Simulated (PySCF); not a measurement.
Input of a response calculation (the driver script's job line, then coordinates in Å):

```
{"job": {"kind": "uv", "xc": "PBE0", "basis": "def2-SVPD", "nstates": 6, "ntriplets": 2}, "charge": 0, "multiplicity": 1}
Cl    -1.355298     1.050169    -0.024204
C     -0.059469    -0.161006     0.002213
Br     1.705740     0.641615    -0.037523
H     -0.133641    -0.736623     0.922297
H     -0.148710    -0.791302    -0.879968
```

Output (SCF cycles cut):

```
converged SCF energy = -3072.6869545580

Static polarisability (au): isotropic 50.097, principal 40.727 44.790 64.774

Singlet excitations
state   eV       nm        f      main configurations
  1   5.8611    211.5   0.00020   H->L 0.98
  2   6.0059    206.4   0.01140   H-1->L 0.96
  3   6.7815    182.8   0.00000   H-2->L 0.95
  4   6.9968    177.2   0.04381   H-3->L 0.92
  5   7.3158    169.5   0.00347   H->L+1 0.94
  6   7.3886    167.8   0.00979   H-1->L+1 0.93

Triplet excitations (Tamm-Dancoff, eV): 5.2157 5.2668
```

Method used: TDDFT PBE0/def2-SVPD, vertical, gas phase, core orbitals frozen in the response (PySCF 2.14.0, density-fitted response routines). Geometry: GFN2-xTB; no solvent, vibrations or thermal averaging. The PBE0/def2-SVPD calculation is non-relativistic and has no spin–orbit coupling, an omission that weighs most on bromine.

(1) Give the energy of state 4 in hartree, cm⁻¹ and kJ/mol.

(2) How many basis functions and electrons does this run hold?

(3) What is the total energy of state 4 at this geometry?

(4) What is the polarisability anisotropy, √(½[(α1 − α2)² + (α2 − α3)² + (α3 − α1)²])?

(5) What transition dipole goes with state 4?

(6) Which species is it?

Results:

(1) 0.25713 hartree, 56433 cm⁻¹, 675.1 kJ/mol.

(2) 104 basis functions for 60 electrons in 30 doubly occupied orbitals.

(3) -3072.68695 + 0.25713 = -3072.42982 hartree.

(4) 22.29 au.

(5) |μ|² = 3f / (2ΔE) = 3 × 0.0438 / (2 × 0.2571) = 0.256 au, so |μ| = 1.28 D.

(6) bromochloromethane, `ClCBr` (CH2BrCl), point group Cs.

H and L stand for HOMO and LUMO.

Time: 7.6 s of wall time; peak memory 0.43 GiB. Hardware: Intel Xeon Platinum 8259CL at 2.50 GHz, one thread, no GPU, shared host.
